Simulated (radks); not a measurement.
Species: O4+. Configuration: [He] 2s2 (the NIST ground configuration). Calculated with a radial shooting solver on a logarithmic mesh with Libxc functionals: non-relativistic Kohn-Sham, XLYP, spin-unpolarised, spherical densities, point nucleus.

Radial electron density D(r) = 4 pi r^2 rho(r):

r (bohr),D(r) (e/bohr)
0.01537,0.7509
0.01923,1.105
0.02426,1.621
0.03035,2.301
0.03796,3.187
0.0475,4.283
0.05942,5.540
0.07434,6.835
0.093,7.948
0.1164,8.585
0.1456,8.456
0.1821,7.426
0.2297,5.599
0.2873,3.648
0.3595,2.202
0.4497,1.682
0.5626,1.947
0.7039,2.363
0.8806,2.292
1.102,1.631
1.378,0.8115
1.724,0.2678
2.157,0.05438
2.721,0.005298
3.404,0.0002487

D(r) has 2 maxima, at r = 0.126, 0.769 bohr, and minima at 0.457 bohr, inside which lie 2.07 electrons.
